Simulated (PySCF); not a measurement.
PySCF 2.14 output of an unrestricted PBE calculation on a single atom or ion in aug-cc-pVTZ-PP with ECP28MDF, with scalar relativity through the core potential:

```
SCF conv_tol = 1e-09
number electrons alpha = 10  beta = 9
    J. P. Perdew, K. Burke, and M. Ernzerhof.,  Phys. Rev. Lett. 77, 3865 (1996)
    J. P. Perdew, K. Burke, and M. Ernzerhof.,  Phys. Rev. Lett. 78, 1396 (1997)
    J. P. Perdew, K. Burke, and M. Ernzerhof.,  Phys. Rev. Lett. 77, 3865 (1996)
    J. P. Perdew, K. Burke, and M. Ernzerhof.,  Phys. Rev. Lett. 78, 1396 (1997)
cycle= 1 E= -167.406298697708  delta_E= -0.00901  |g|= 0.106  |ddm|= 0.198
cycle= 2 E= -167.404296960883  delta_E= 0.002  |g|= 0.148  |ddm|= 0.093
cycle= 3 E= -167.408879030053  delta_E= -0.00458  |g|= 0.00354  |ddm|= 0.0537
cycle= 4 E= -167.408882607998  delta_E= -3.58e-06  |g|= 0.000106  |ddm|= 0.00176
cycle= 5 E= -167.408882610743  delta_E= -2.74e-09  |g|= 3.57e-06  |ddm|= 5.29e-05
cycle= 6 E= -167.408882610746  delta_E= -3.64e-12  |g|= 7.92e-08  |ddm|= 2.22e-06
converged SCF energy = -167.408882610746  <S^2> = 0.75074493  2S+1 = 2.0007448
```

The run itself started from symmetry-adapted Hartree-Fock orbitals and held the occupation by maximum overlap, on a logarithmic radial grid, so the iterations belong to that start.

**Question.** Which element, charge and spin multiplicity is this?

**Answer.** Cd+ (cadmium, charge +1), multiplicity 2; the state was [Kr] 4d10 5s1, 2S determinant.

Energies and moments cover only the electrons outside the core potential.
